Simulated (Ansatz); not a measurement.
Calculated with Ansatz (gas phase, PBE0-D4/def2-TZVP geometries, no zero-point term in ΔE). CCSD(T)/CBS adds triple-zeta CCSD(T) − MP2 to the extrapolated MP2 energy (def2 sets, frozen cores). This one scheme is used for every species, atoms too. Functionals use def2-TZVPP. B3LYP here is the variant with VWN-RPA as its local correlation; programs differ in this. Open shells (•) are unrestricted, without spin–orbit coupling. Spin–orbit coupling would lower the free atoms: a little for C; clearly for Ge. For Ge outer-core shells are correlated without core-valence functions, so the limit isn't a true one: a few kJ/mol of doubt a bond, and 10 to 20 or more in all where bonds break to atoms. Scalar relativity is left out up to krypton. Each species was taken in one conformer, which may not be the lowest.

Consider the atomization: `CC#[C][GeH2][NH2]` → 3 C• + Ge• + 7 H• + N•.

| level | ΔE (kcal/mol) | difference from CCSD(T)/CBS |
| --- | --- | --- |
| PBE-D4 | 1098.3 | 21.4 |
| r2SCAN-D4 | 1075.6 | -1.3 |
| PBE0-D4 | 1078.3 | 1.4 |
| B3LYP-D4 | 1075.9 | -1.0 |
| ωB97X-V | 1078.0 | 1.1 |
| ωB97M-V | 1076.1 | -0.8 |
| B2PLYP | 1067.6 | -9.3 |
| PBE | 1093.2 | 16.3 |
| r2SCAN | 1074.3 | -2.6 |
| PBE0 | 1074.1 | -2.8 |
| B3LYP | 1067.7 | -9.2 |
| HF/def2-TZVPP | 771.1 | -305.8 |
| MP2/def2-TZVPP | 1067.7 | -9.2 |
| SCS-MP2/def2-TZVPP | 1065.3 | -11.6 |
| CCSD/def2-TZVPP | 1034.1 | -42.8 |
| CCSD(T)/def2-TZVPP | 1051.6 | -25.3 |
| HF/def2-QZVPP | 771.8 | -305.1 |
| MP2/def2-QZVPP | 1082.4 | 5.5 |
| SCS-MP2/def2-QZVPP | 1082.8 | 5.9 |
| HF/CBS(def2) | 772.0 | -304.9 |
| MP2/CBS(def2) | 1092.9 | 16.0 |
| CCSD/CBS(def2) | 1059.3 | -17.6 |
| CCSD(T)/CBS | 1076.9 | 0 |

Largest T1 diagnostic among the species: 0.011.

From PBE to PBE0 (25 % exact exchange), in def2-TZVPP and without D4, ΔE moves by −19.1 kcal/mol: exact exchange takes away binding that semilocal exchange gives to molecules. The D4 term adds +8.1 kcal/mol with B3LYP and +4.3 kcal/mol with PBE0; it sums over pairs of atoms, weighted by their polarisabilities, and B3LYP, whose exchange is more repulsive, gets the larger term. In def2-TZVPP, CCSD(T) changes the Hartree–Fock value by +280.6 kcal/mol (the triples alone add +17.6 kcal/mol) and MP2 by +296.6 kcal/mol; breaking electron pairs costs correlation energy, which Hartree–Fock lacks.

For atomizations the MP2-based limit and the directly extrapolated one differ by several kJ/mol either way, and by 10 to 25 for some Ge, Se and Sn compounds, so smaller differences from it don't rank the levels.
